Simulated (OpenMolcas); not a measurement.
Co2+ with its 8 nearest fluoride ions, on the Sr site of SrF2 (a = 5.796 Å, distance in the model lattice 2.510 Å). The rest of the host is ab initio model potentials to 7.6 Å and point charges beyond; the distance is set by hand and nothing relaxes. Ligand basis ANO-RCC-VDZP.

```
Program             : OpenMolcas
Method              : CASSCF
Basis               : ANO-RCC-VTZP [6s5p3d2f1g]
Scalar Hamiltonian  : DKH2, point nucleus
Active space        : 7 electrons in 5 orbitals (3d)
State averaging     : 2S+1 = 4 even, 10 roots; 2S+1 = 2 even, 40 roots
Spin-orbit coupling : state interaction with AMFI integrals over the reference wave functions
```

All ligands move together. At R = 2.21 Å the first state of the same spin is 3482 cm-1, and at R = 2.315 Å it is 2604 cm-1.

Q: A third run gives 1587 cm-1. What distance was it run at?

A: With a power law R^-n the two known points give n = -ln(2604 / 3482) / ln(2.315 / 2.21) = 6.26. Then R = 2.21 × (3482 / 1587)^(1/6.26) = 2.506 Å. The run was at 2.51 Å, so the estimate is off by -0.004 Å.

Without dynamic correlation the repulsion within the d shell is too large (B by tens of per cent), so at a given field states of lower spin stand too high. Ligand-to-metal charge-transfer states are missing. With no ligand orbital active B as a rule stays too high, so bands that hang on it stand too high and its fall with covalency is understated. With metal d orbitals alone and no dynamic correlation 10Dq can be off by a tenth to a fifth, either way, in oxide and fluoride hosts. No measured value stands beside these numbers; the geometry was set by hand and not optimised.
